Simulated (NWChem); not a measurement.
System: C$_{3}$H$_{5}$ cation

```xyz
8

C      0.0015    -1.3824     0.0019
C     -0.0478    -0.1095    -0.0008
C     -0.0495     1.2914     0.0016
H     -0.9293    -1.9724    -0.0818
H      0.9584    -1.9266     0.0843
H      1.0466     1.5132     0.1004
H     -0.3676     1.7347    -0.9575
H     -0.5328     1.7310     0.8909
```
Atoms are numbered in this order, from 1.

All runs: NWChem. Structure relaxed at the PBE0/def2-SVP level. B3LYP is NWChem's, with the RPA form of VWN correlation. GIAO values for the isolated, static molecule; σ is the absolute isotropic shielding, δ = σ(reference) − σ with the isolated reference molecule computed at the same levels (13C: tetramethylsilane, 1H: tetramethylsilane).

For level B3LYP/IGLO-III:

```yaml
"δ C1 (ppm)": 71.1
"δ C2 (ppm)": 340.4
"δ C3 (ppm)": 29.3
"δ H6 (rotor mean) (ppm)": 4.76
```

How do the values read with level PBE/pcSseg-1 instead?

The δ C1 (ppm) is 69.5 and the δ C2 (ppm) is 315.8. The δ C3 (ppm) is 31.9. The δ H6 (rotor mean) (ppm) is 4.90.
